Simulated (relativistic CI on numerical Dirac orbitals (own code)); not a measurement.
**P13+: what numerical and physical settings do to a radial Dirac CI calculation**

Reference input:

```
atom P  Z=15  charge=13  electrons=2
nucleus A=31  rms_radius_fm=3.1889
hamiltonian dirac-coulomb  breit=on  qed=on  c_scale=1
orbitals kli  potential=per-configuration
slater_scale 1
correlation none
mixing on
grid step=0.0125 r_max=7.3
scf mixing=0.4 start=green max_iterations=150 tolerance=2e-08 node_fill=0.05
configurations
  1s2
  1s 2s
end
```

Computed lowest total energy -216.28840 Ha, first excitation 17125849.8 cm⁻¹, 14 SCF steps. Runs with settings changed; * marks those that are bad on purpose:

```
                                Changed        Outcome  Lowest level    ΔE (Ha)  First excitation (cm⁻¹)  SCF steps                      Message
        Breit term off, grid step 0.006      converged       1s² ¹S0    -0.0423               17135132.9         14                             
                         grid step 0.03      converged       1s² ¹S0   3.88e-05               17125846.6         14                             
                       Slater scale 1.2      converged       1s² ¹S0   1.19e-08               17119192.5         14                             
iteration limit 20, SCF tolerance 1e-06      converged       1s² ¹S0   1.49e-09               17125849.8         12                             
                   SCF tolerance 0.05 *      converged       1s² ¹S0  -3.35e-05               17125862.7          6                             
                    iteration limit 6 *  not converged                                                            6  SCF of 1s2 did not converge
```
